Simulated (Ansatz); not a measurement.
Molecule: phosphorus nitride, PN (charge 0, singlet). 
Geometry from a B3LYP-D3(BJ)/def2-TZVP (Ansatz, a quantum-chemistry and plane-wave program) optimisation:
```xyz
2

N      0.0000     0.0000    -1.0110
P      0.0000     0.0000     0.4718
```
Charge 0, spin multiplicity 1.

Basis-set convergence of Hartree-Fock and CCSD correlation energies (hartree) with Ansatz. Valence correlation only, unless marked. No spin-orbit coupling. Non-relativistic.

The Hartree-Fock reference is unstable (checked in the largest basis), which strains HF and MP2. 

| basis | functions | E(HF) | E(corr, CCSD) |
|---|---|---|---|
| cc-pV(D+d)Z | 37 | -395.15187 | -0.29221 |
| cc-pV(T+d)Z | 69 | -395.18000 | -0.34662 |
| cc-pV(Q+d)Z | 119 | -395.18738 | -0.36464 |
| cc-pV(5+d)Z | 191 | -395.18892 | -0.37139 |

Extrapolating the two largest sets (X = 4 and 5) as X^-3: E(corr) = (125·(-0.37139) - 64·(-0.36464))/61 = -0.3785 Eh, an estimate of the basis-set limit. The largest set recovers 98.1 % of it, the smallest 77.2 %.
